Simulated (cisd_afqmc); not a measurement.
Input (AFQMC/CISD/def2-QZVPPD; cisd_afqmc is a phaseless AFQMC code with CISD trial states that reads the integrals written by Ansatz): A basis named .json is the Basis Set Exchange file of that set.

Ansatz 0.2 input:
```python
import cisd_afqmc

open("ham.yaml", "w").write("""\
crystal:
  periodic: [false, false, false]
  atoms:
    - {symbol: Se, position_ang: [0.00000000, 0.00000000, 0.00000000]}
basis:
  gaussian:
    orbitals: def2-QZVPPD.json
magnetization: {spin_polarized: true, initial_magnetization: 2}
correlation: {method: ccsd, electrons: outside_noble_gas, hamiltonian_folder: ham}
scf: {lower_state_search: full}
""")
rep = cisd_afqmc.ansatz("ham.yaml")
e_ccsd = rep["correlation"]["coupled_cluster"]["energy"]["hartree"]
out = cisd_afqmc.run("ham", e_ccsd, trial="CISD", walkers=100, populations=8, threads=8, dt=0.005, steps=40, early=24, settle=10, least=32,
    cut=5e-5, rank_cut=2e-4, target=0.0004, seconds=1500, seed=1, memory=12960, gpu=False)
```

Output:

```
orbitals 84, occupied [4, 2], factors 478 of 637, rank of the doubles 186 of 484
E(HF) = -2399.874716
E(CCSD) on the cut factors = -2400.002598, shift to the whole factors -0.000005
Energy of the trial state on the determinant = -2400.002488
  tau behind 7.2 of longer steps, mean of the populations' last blocks
   2.0  -2400.00745
   4.0  -2400.00778
   6.0  -2400.00732
   8.0  -2400.00747
blocks 300 (0 outliers left out), error by blocks joined: 1: 0.00006, 2: 0.00008, 4: 0.00010, 8: 0.00012, 16: 0.00015
E(AFQMC/CISD) = -2400.00749 +/- 0.00015
```

The error still grows at the longest joins of blocks, or few joins were possible, so the printed bar may be too narrow.
